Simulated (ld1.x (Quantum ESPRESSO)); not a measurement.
nickel, RRKJ: configuration errors across variants

ld1.x (Quantum ESPRESSO) 7.5 input, shortened:

```
&input
   title='Ni', zed=28., rel=2, dft='PBE', iswitch=3,
   config='[Ar] 3d8 4s2 4p0', rel_dist='average'
 /
 &inputp
   pseudotype=2, tm=.false., rho0=0.02, lloc=-1, rcloc=0.85,
   nlcc=.false.
 /
3
3S  1  0   2.00   0.00  0.80  0.80  0.0
3P  2  1   6.00   0.00  1.10  1.10  0.0
3D  3  2   8.00   0.00  0.95  0.95  0.0
 &test
   configts(1)='3s2 3p6 3d8 4s2 4p0'
 /
```

Open shells are filled in proportion to 2j + 1 (rel_dist='average').

Occupied shells without a wave of their own: 4s. They enter only through the test configuration that unscreens the potential.

All-electron excitation energies from the reference (eV): (1) 3s2 3p6 3d8 4s1 4p0 9.323; (2) 3s2 3p6 3d8 4s0 4p0 26.674; (3) 3s2 3p6 3d7 4s0 4p0 64.140; (4) 3s2 3p6 3d7 4s2 4p0 16.120; (5) 3s2 3p6 3d8 4s0 4p1 15.006; (6) 3s2 3p6 3d6 4s0 4p0 121.695; (7) 3s2 3p6 3d8 4s0 4p2 9.501.

For the base: The 4s level has no wave, so the channel is fitted at the deeper level alone: the likely source of the large errors.

On the changes marked as counting shells twice: ld1.x takes every shell without a wave as core, so the model core holds the marked electrons as well and exchange and correlation see them twice. This cancels in the reference configuration, but the file is broken for other ones, and its errors say nothing about a proper core correction.

2 further variants failed, have other tests or another functional or relativity, and are left out.

The file “type TM; local potential the p channel; rho0 0” misses its own reference levels by 1.5 eV.

Errors AE − PS in meV (a dash: test not solved or not reliable):

| change | (1) | (2) | (3) | (4) | (5) | (6) | (7) | bound ghosts |
| --- | --- | --- | --- | --- | --- | --- | --- | --- |
| base | -57 | -144 | -224 | +3.9 | -106 | -299 | -83 | none |
| core correction a·sin(br)/r model core inside 0.40 bohr (4s counted twice) | -195 | -743 | -1106 | -35 | -238 | -1425 | -167 | none |
| wave 3p (bound): rc 1.10 bohr becomes 3p (bound): rc 0.76 bohr | -57 | -144 | -224 | +3.4 | -113 | -304 | -92 | not determined |
| wave 3s (bound): rc 0.80 bohr becomes 3s (bound): rc 0.62 bohr | -70 | -179 | -276 | +4.5 | -134 | -371 | -107 | none |
| type TM; local potential the p channel; rho0 0 | -152 | -386 | -580 | +7.9 | -280 | -780 | -219 | not determined |
| wave 3d (bound): rc 0.95 bohr becomes 3d (bound): rc 0.60 bohr | -57 | -145 | -221 | +3.2 | -106 | -304 | -84 | none |

Problem. Give the same row for: local potential all-electron potential smoothed inside 1.06 bohr (lloc = -1).

Solution. +107, +274, +400, -3.1, +237, +548, +206; bound ghosts: none.
